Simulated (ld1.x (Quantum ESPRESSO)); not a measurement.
What one change does to a pseudopotential (Ta, TM)

```
Element                 : Ta (Z = 73)
Generator               : ld1.x (Quantum ESPRESSO) 7.5
Type                    : norm-conserving Troullier–Martins (Kleinman–Bylander form)
Functional              : PBE
Relativity              : scalar-relativistic
Frozen core             : [Kr] 4d10 4f14
Valence charge          : 13
Reference configuration : 5s2 5p6 5d2 6s0 6p0 (charge +3)
Partial waves           : 5s (bound): rc 1.45 bohr; 5p (bound): rc 1.65 bohr; 5d (bound): rc 1.80 bohr; 5f channel at -0.1 Ry: rc 1.75 bohr
Local potential         : all-electron potential smoothed inside 1.50 bohr (lloc = -2)
Core correction         : none
```

Change: wave 5d (bound): rc 1.80 bohr becomes 5d (bound): rc 1.22 bohr.

Cutoffs: the cutoffs (Ry, on a coarse ladder) from which the occupation-weighted sum of valence levels, in a spherical-Bessel basis at the reference potential, stays within 10 and 1 mRy of its value at 400 Ry; they do not see the model core or the augmentation charge, which bear on the density cutoff. Errors are all-electron minus pseudo energies relative to the spin-unpolarised reference configuration.

Task: What does the change do?

Result: The potential gets neither clearly harder nor softer (80 Ry and 140 Ry → 80 Ry and 140 Ry); the s channel sets the loose cutoff, while the largest relative change is in d, which becomes harder; of the 7 tests that both files solve, the error grows in 0 and shrinks in 1 by more than 15 % and 0.3 meV (median size 354.3 → 354.9 meV); neither file shows a bound ghost.

```tsv
quantity	base	changed
cutoff, loose	80 Ry	80 Ry
cutoff, tight	140 Ry	140 Ry
loose cutoff by channel (10 mRy a level)	s 70 Ry, p 35 Ry, d 25 Ry	s 70 Ry, p 35 Ry, d 55 Ry
bound ghosts	none	none
error for 5s2 5p6 5d3 6s2 6p0, meV [ΔE -47.04 eV]	-603	-604
error for 5s2 5p6 5d3 6s1 6p0, meV [ΔE -38.58 eV]	-380	-381
error for 5s2 5p6 5d3 6s0 6p0, meV [ΔE -23.60 eV]	+0.6	0.0
error for 5s1 5p6 5d3 6s2 6p0, meV [ΔE 32.16 eV]	-1196	-1193
error for 5s2 5p6 5d3 6s1 6p1, meV [ΔE -42.86 eV]	-354	-355
error for 5s2 5p6 5d4 6s1 6p0, meV [ΔE -44.95 eV]	-258	-258
error for 5s2 5p6 5d3 6s0 6p2, meV [ΔE -38.45 eV]	-64	-65
```
